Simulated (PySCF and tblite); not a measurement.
Results of a calculation; reference values are marked as such.
4 constitutional isomers of C₇H₈O:

| isomer | SMILES |
| --- | --- |
| A | [CH2:1]=[C:2]1[CH:3]=[CH:4][CH:5]=[C:6]1[O:7][CH3:8] |
| B | [CH3:1][CH:2]=[C:3]1[CH:4]=[CH:5][O:6][CH:7]=[CH:8]1 |
| C | [CH3:1][O:2][c:3]1[cH:4][cH:5][cH:6][cH:7][cH:8]1 |
| D | [CH3:1]/[CH:2]=[CH:3]/[CH:4]=[C:5]1\[CH:6]=[CH:7][O:8]1 |

Protocol: conformer search, at most 6 conformers an isomer, GFN2-xTB geometries, energies B3LYP/def2-SVP (IEF-PCM, chloroform) (D3(BJ) added where defined), GIAO shieldings B97-2/pcSseg-1 (IEF-PCM, chloroform), weights at 298.15 K with GFN2-xTB thermal terms. Programs: PySCF with density fitting and tblite.

Problem. What shifts does each isomer give (ppm; of two unlike H on one atom, a is the less shielded)?

Solution. 
A: ¹H (against TMS): 6.55 (H4, 1H), 6.51 (H1a, 1H), 6.17 (H1b, 1H), 5.77 (H3, 1H), 5.31 (H5, 1H), 3.99 (H8, 3H). ¹³C (against TMS): 162.7 (C6), 151.0 (C2), 138.3 (C4), 128.0 (C1), 116.1 (C3), 102.3 (C5), 58.6 (C8).

B: ¹H (against TMS): 6.73 (H5, 1H), 6.56 (H7, 1H), 6.07 (H4, 1H), 5.74 (H8, 1H), 4.75 (H2, 1H), 1.79 (H1, 3H). ¹³C (against TMS): 148.6 (C5), 146.0 (C7), 128.9 (C3), 118.7 (C8), 111.5 (C2), 110.9 (C4), 15.8 (C1).

C: ¹H (against TMS): 7.65 (H5/H7, 2H), 7.23 (H6, 1H), 7.10 (H4/H8, 2H), 4.03 (H1, 3H). ¹³C (against TMS): 164.4 (C3), 132.8 (C5/C7), 123.0 (C6), 116.1 (C4/C8), 56.4 (C1).

D: ¹H (against TMS): 7.57 (H7, 1H), 6.30 (H3, 1H), 6.25 (H2, 1H), 5.96 (H6, 1H), 5.92 (H4, 1H), 2.07 (H1, 3H). ¹³C (against TMS): 165.4 (C7), 163.0 (C5), 141.2 (C2), 127.9 (C3), 113.0 (C4), 106.5 (C6), 23.4 (C1).

Shifts are unscaled: against experiment ¹³C can be off by 15 ppm or more and ¹H by 0.8 ppm. The search found a single conformer for at least one isomer; other rotamers may be missing.
